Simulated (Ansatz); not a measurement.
System: sum formula SnOH (charge 0, doublet). It need not be the lowest isomer of its formula. SMILES: [Sn][OH]
Geometry: optimised at B3LYP-D3(BJ)/def2-TZVP (Ansatz, a program for electronic structure).

Computed values are from Ansatz. Correlated levels leave the core frozen unless marked. Open shells are spin-unrestricted. Spin-orbit coupling is left out. Frozen are the shells of the preceding noble gas and the d and f shells that filled before the atom's block. In def2 rows, elements after Kr have scalar-relativistic effective core potentials. CBS marks a two-point X^-3 extrapolation of the correlation energy; Hartree-Fock from the larger set.

```
Item                                                                                        Value
-------------------------------------------  ----------------------------------------------------
atomisation energy De                        831.3 kJ/mol at CCSD(T)/CBS(def2-TZVPPD,def2-QZVPPD)
vertical ionisation energy (to the singlet)       6.80 eV at CCSD(T)/CBS(def2-TZVPPD,def2-QZVPPD)
total energy                                 -289.2236 Eh at CCSD(T)/CBS(def2-TZVPPD,def2-QZVPPD)
dipole moment                                                         1.69 D at CCSD(T)/def2-SVPD
T1 diagnostic                                                           0.020 at CCSD/def2-QZVPPD
```
